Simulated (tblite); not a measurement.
Question: What does the GFN2-xTB structure of `[SiH3][CH]O[SiH2]O[SiH2]Cl` [radical] look like in three dimensions? (Doublet state.)

Answer: 
Z-matrix in Å and degrees, rows numbered from 1:
```
Si
C   1  1.8484
O   2  1.3346  1  124.76
Si  3  1.6198  2  136.15  1    -9.87
O   4  1.6228  3  110.58  2    47.83
Si  5  1.6120  4  163.54  3  -167.36
Cl  6  2.0012  5  108.70  4   -17.24
H   1  1.4693  2  110.54  3    53.95
H   1  1.4715  2  113.01  3   -66.79
H   1  1.4626  2  104.92  3   173.34
H   2  1.0838  1  123.40  3   174.84
H   4  1.4506  3  100.66  2   163.06
H   4  1.4580  3  111.63  2   -70.31
H   6  1.4556  5  105.83  4  -134.99
H   6  1.4556  5  107.11  4   100.90
```

Si6 (silicon bonded to Cl, O and 2 H) is distorted tetrahedral (angles from 105.8° to 115.8°). Of the pairs four or more bonds apart, Si1···O5 is among the closest relative to their van der Waals radii: 3.46 Å, 96 % of the sum of Bondi's values. C2 (carbon bonded to O, Si and H) is planar (angles 124.8°, 123.4° and 111.7°, sum 359.8°, 0.03 Å off the plane of its three neighbours). Si4 (silicon bonded to 2 O and 2 H) is distorted tetrahedral (angles from 100.7° to 118.5°).

The geometry is computed with GFN2-xTB (gas phase). This method treats the open shell by occupation alone, without spin polarisation.

Point group: C1 (no symmetry element, even within 0.4 Å). Its lowest GFN2-xTB frequency is 12 cm⁻¹, too small to tell a flat minimum from a shallow saddle. Torsions: Si1–C2–O3–Si4 -10°, C2–O3–Si4–O5 48°, O3–Si4–O5–Si6 -167°, Si4–O5–Si6–Cl7 -17°. 3 starts were optimised and ended at 0.00, 1.86 and 1.87 kcal/mol (GFN2-xTB); the lowest of these is shown.

Time: 1.8 s of wall time. Hardware: an Arm Neoverse V2 with one thread, shared host. These figures are those of the optimisation.

One conformer stands for the species.
